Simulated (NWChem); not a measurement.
Molecule: TaNH2OF2; SMILES [Ta](=[NH])([OH])([F])[F]

```xyz
7

Ta    -0.0121    -0.0041     0.0000
N      0.1908    -1.7513     0.0000
H      0.2749    -2.7599     0.0000
F     -0.9455     0.4789     1.5711
F     -0.9455     0.4789    -1.5711
O      1.7110     0.7829     0.0000
H      2.6079     0.4369     0.0000
```
Atoms are numbered in this order, from 1.

All runs: NWChem. Medium grid unless said otherwise, to which SCAN and Minnesota functionals are sensitive. The geometry was optimised at PBE0/def2-SVP. def2 effective core potentials on Ta; no spin-orbit coupling.

Question: Order these by “dipole (D)”, lowest first: BP86/def2-SVP; M06-2X/def2-SVP; Hartree-Fock/def2-SVP.

Answer: BP86/def2-SVP (2.56), Hartree-Fock/def2-SVP (2.66), M06-2X/def2-SVP (2.73)
